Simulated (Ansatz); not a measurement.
`C[SiH2]SCF` → `[CH2]F`• + `C[SiH2][S]`•  (homolysis of the C–S bond)

Gas-phase electronic energies from Ansatz, PBE0-D4/def2-TZVP geometries. CCSD(T)/CBS is the MP2 limit (def2-TZVPP, def2-QZVPP) plus CCSD(T) − MP2 in def2-TZVPP, frozen cores. This one scheme is used for every species. Functionals use def2-TZVPP. No spin–orbit coupling; open shells (•) take unrestricted orbitals. Each species was taken in one conformer, which may not be the lowest.

(1) What is ΔE at CCSD(T)/CBS? (An estimate is asked.)

(2) What do these levels give: r2SCAN-D4, r2SCAN, PBE0, MP2/def2-TZVPP, SCS-MP2/def2-TZVPP, MP2/CBS(def2)? (Estimate.)

Largest T1 diagnostic among the species: 0.015.

Results:

(1) Ansatz gave: +79.4 kcal/mol.

(2) Computed: r2SCAN-D4 73.4, r2SCAN 72.7, PBE0 74.9, MP2/def2-TZVPP 81.6, SCS-MP2/def2-TZVPP 79.2, MP2/CBS(def2) 84.9 kcal/mol.

The D4 term adds +3.7 kcal/mol with B3LYP and +2.0 kcal/mol with PBE0; it sums over pairs of atoms, weighted by their polarisabilities, and B3LYP, whose exchange is more repulsive, gets the larger term. From PBE to PBE0 (25 % exact exchange), in def2-TZVPP and without D4, ΔE moves by −1.1 kcal/mol: exact exchange takes away binding that semilocal exchange gives to molecules.

B3LYP here is the variant with VWN-RPA as its local correlation; programs differ in this.
